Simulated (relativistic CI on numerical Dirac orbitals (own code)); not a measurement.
**Fe²⁺ in a cubic cluster: L2,3 absorption with charge transfer**

Computed with a charge-transfer multiplet model of a cubic metal-ligand cluster with up to 3 ligand holes, Slater and spin-orbit integrals from Dirac-Coulomb-Breit ions, Slater integrals scaled by 0.7. The ground state mixes d6 with configurations of k ligand holes L, whose averages lie at kΔ + k(k − 1)U_dd/2; a core hole lowers each added d electron by U_cd. 300 K, Lorentzian 0.4 eV and Gaussian 0.3 eV FWHM.

Atomic integrals in eV (Slater integrals scaled, ζ unscaled), ground: F2dd 7.632, F4dd 4.739, zeta_d 0.049; with the core hole: F2dd 8.202, F4dd 5.098, zeta_d 0.067, zeta_core 8.135, F2cd 4.777, G1cd 3.552, G3cd 2.018.

Cluster parameters (eV): Δ = 5.1, U_dd = 5.5, U_cd = 6.5, 10Dq = 1.4, 10Dq(ligand) = 1.2, final-state hopping factor = 0.9.

| Case | n_d | d6 | d7L | d8L2 | d9L3 | S |
| --- | --- | --- | --- | --- | --- | --- |
| V(eg) = 1.2 eV, V(t2g) = -0.65 eV | 6.12 | 0.88 | 0.11 | 0.00 | 0.00 | 1.31 |
| V(eg) = 1.5 eV, V(t2g) = -0.82 eV | 6.23 | 0.78 | 0.21 | 0.01 | 0.00 | 0.05 |
| V(eg) = 1.8 eV, V(t2g) = -0.98 eV | 6.29 | 0.73 | 0.25 | 0.02 | 0.00 | 0.04 |
| V(eg) = 2.4 eV, V(t2g) = -1.31 eV | 6.40 | 0.63 | 0.33 | 0.03 | 0.00 | 0.02 |
| V(eg) = 2.7 eV, V(t2g) = -1.47 eV | 6.45 | 0.59 | 0.36 | 0.04 | 0.00 | 0.02 |

Weights, n_d and S are thermal averages at 300 K. Photon energies count from the first peak over 30 % of the highest in each spectrum, which can be another peak from case to case. The parameters are a model scan and need not match a compound or its usual spin state. Peaks in eV (height, largest 100):
- V(eg) = 1.2 eV, V(t2g) = -0.65 eV: -1.5 (21), 0.0 (100), 12.1 (34)
- V(eg) = 1.5 eV, V(t2g) = -0.82 eV: -1.6 (8), 0.0 (100), 1.6 (35), 2.8 (6), 12.1 (49), 12.9 (18)
- V(eg) = 1.8 eV, V(t2g) = -0.98 eV: -1.6 (8), 0.0 (100), 1.6 (30), 12.0 (50), 13.0 (16)
- V(eg) = 2.4 eV, V(t2g) = -1.31 eV: -1.4 (7), 0.0 (100), 1.8 (22), 12.0 (58), 13.3 (12)
- V(eg) = 2.7 eV, V(t2g) = -1.47 eV: -1.4 (7), 0.0 (100), 1.9 (19), 12.0 (60), 13.4 (10)

Curve for V(eg) = 1.5 eV, V(t2g) = -0.82 eV (points under 2 left out, the grid thinned):

E (eV), Intensity and a bar:
```
     -2.3        2.2 
     -2.1        3.1 
     -1.8        6.5 #
     -1.6        8.4 ##
     -1.4        7.8 ##
     -1.1        9.1 ##
     -0.9       13.0 ###
     -0.6       30.0 #########
     -0.4       50.8 ###############
     -0.2       79.4 ########################
      0.1       97.3 ##############################
      0.3       68.6 #####################
      0.5       42.4 #############
      0.8       25.5 #######
      1.0       21.7 ######
      1.2       21.9 ######
      1.5       33.3 ##########
      1.7       31.1 #########
      2.0       14.4 ####
      2.2        9.9 ##
      2.4        7.0 ##
      2.7        5.6 #
      2.9        5.7 #
      3.1        4.7 #
      3.4        3.7 #
      3.6        4.2 #
      3.8        3.9 #
      4.1        2.4 
     10.6        2.2 
     10.9        3.6 
     11.1        5.7 #
     11.3       10.0 ##
     11.6       27.0 ########
     11.8       40.5 ############
     12.0       48.5 ###############
     12.3       35.5 ###########
     12.5       21.3 ######
     12.7       17.7 #####
     13.0       18.2 #####
     13.2       16.2 ####
     13.5       12.6 ###
     13.7        8.6 ##
     13.9        5.1 #
     14.2        2.7 
     14.4        2.1
```

For the case V(eg) = 1.8 eV, V(t2g) = -0.98 eV, Δ = 5.1 eV is smaller than U_dd = 5.5 eV, the charge-transfer side of the Zaanen-Sawatzky-Allen scheme. With the core hole the configuration with one ligand hole lies at Δ + U_dd − U_cd = 4.1 eV above the one without, against Δ in the ground state. The added d electron screens the hole, so the order of the configurations is kept and charge-transfer satellites are weaker than in photoemission. The thermal average of S changes within this range, from 1.3 to 0.0; a value between half-integers is an average over states of different spin.
